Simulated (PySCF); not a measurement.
C4H6OSe, SMILES C=C1CO[C@H]1[SeH].

Coordinates come from a PBE0-D3(BJ)/def2-SVP optimisation. The structure was generated by enumeration; whether it is a known compound was not checked. Other conformers were not sampled.

Two levels are set side by side: TDDFT-PBE/def2-SVPD (PySCF) and TDDFT-LC-ωPBE/def2-SVPD (PySCF). Vertical, same geometry. The lowest singlet is HOMO→LUMO 99 % with PBE and HOMO→LUMO+1 43 %, HOMO→LUMO 27 %, HOMO→LUMO+5 11 % with the other functional; states are paired by order. Differences are taken from unrounded values.

```json
[
 {"quantity": "lowest singlet excitation (eV)", "TDDFT-PBE": "4.00"},
 {"quantity": "lowest triplet excitation (TDA) (eV)", "TDDFT-PBE": "3.79"},
 {"quantity": "first bright state (f over 0.05) (eV)", "TDDFT-PBE": "5.99"},
 {"quantity": "its oscillator strength", "TDDFT-PBE": "0.05"}
]
```

Question: These are the TDDFT-PBE values. What does TDDFT-LC-ωPBE give? (Estimate from the structure and the level; the computed values follow.)

Answer: 
| quantity | TDDFT-LC-ωPBE | TDDFT-PBE minus TDDFT-LC-ωPBE |
|---|---|---|
| lowest singlet excitation (eV) | 5.09 | -1.09 |
| lowest triplet excitation (TDA) (eV) | 4.00 | -0.21 |
| first bright state (f over 0.05) (eV) | 6.42 | -0.43 |
| its oscillator strength | 0.20 | -0.14 |

Functionals without exact exchange tend to place singlet excitations lower, as here. Differences between two approximate levels are no errors against the true value.

Rough cost on one machine, each run with all the roots and properties that it gave: TDDFT-LC-ωPBE against TDDFT-PBE about 6 times.
